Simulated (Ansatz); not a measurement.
Saddle point of CH6AlBr, singlet (CH₅Al ([CH3][AlH2]) + HBr → AlH₂Br ([AlH2][Br]) + CH₄; bonds formed: C2–H5; dative contacts that become bonds: Al1–Br6; bonds broken: Al1–C2, H5–Br6), PBE0-D4/def2-TZVP structure:

```
9
angstrom
Al -1.0584 0.2892 -0.0157
C 0.9535 0.4018 -0.1655
H -1.8269 0.1866 -1.3948
H -1.6674 0.9138 1.3041
H 0.2926 -1.1758 0.3013
Br -0.6857 -2.2925 0.6596
H 1.5631 0.3287 0.7387
H 0.9744 1.4684 -0.4433
H 1.4547 -0.1202 -0.9844
```

Energies are electronic, without zero-point energy. Barriers and step energies count from the start structure reached by relaxing down the imaginary mode; all methods use the PBE0-D4 structures, on which another method's saddle can fall below an end. Ansatz 0.2.0; basis: def2-TZVPP, with def2-QZVPP for the basis limit; cores frozen in the correlated methods. Filled d shells of the heavier atoms are correlated. The def2 sets are not built for correlating such inner shells, so the correlated values are less sure here. B3LYP uses VWN-RPA correlation. Extrapolation: Hartree–Fock as exp(−7.88 √X), correlation as X^−2.97.

```
      method  barrier (kJ/mol)  step energy (kJ/mol)
       SPW92              -7.0                -148.2
      PBE-D4               7.5                -154.2
     BLYP-D4              17.9                -156.3
   r2SCAN-D4                 ?                -162.7
      B97M-V              27.9                -158.1
     PBE0-D4              16.1                -159.9
    B3LYP-D4              24.1                -161.0
  r2SCAN0-D4              18.1                -165.8
    BHLYP-D4              34.8                -168.1
CAM-B3LYP-D4              29.0                -160.4
     wB97X-V                 ?                -160.2
     wB97M-V              29.1                -159.6
      B2PLYP              27.3                -163.4
    PBE-QIDH              23.2                -164.1
  RPA on PBE                 ?                -150.9
          HF              61.0                -180.7
         MP2              25.2                -162.1
        CCSD              37.2                -159.9
     CCSD(T)              31.3                -158.0
```

Problem. Fill in the withheld barriers. (Judge from chemistry; the value comes from the calculation.)

Solution. Computed: r2SCAN-D4 11.1; RPA on PBE 34.4; wB97X-V 30.6 kJ/mol. Each is the energy of the saddle less that of the start structure, by the same method.

For comparison, the barrier by CCSD(T) at an estimated basis limit (MP2 extrapolated from triple and quadruple zeta, plus CCSD(T) − MP2 in triple zeta) is 29.2 kJ/mol.

T1 diagnostic: at most 0.009. The start structure is not quite a true minimum (one mode of 56i cm⁻¹). The end structure is not quite a true minimum (one mode of 64i cm⁻¹).

Labels in which every atom is bracketed show which atoms are joined, not bond orders.

For scale, one of the runs: CCSD(T)/def2-TZVPP, 205 basis functions, launched by `ansatz run in.yaml --threads 4 --pin off --events-out ev --progress --plain --max-ram 9574MiB`. Time: 62 s of wall clock on 4 CPU threads of an Arm Neoverse V1; the host was shared. Peak host memory: 2.6 GiB.
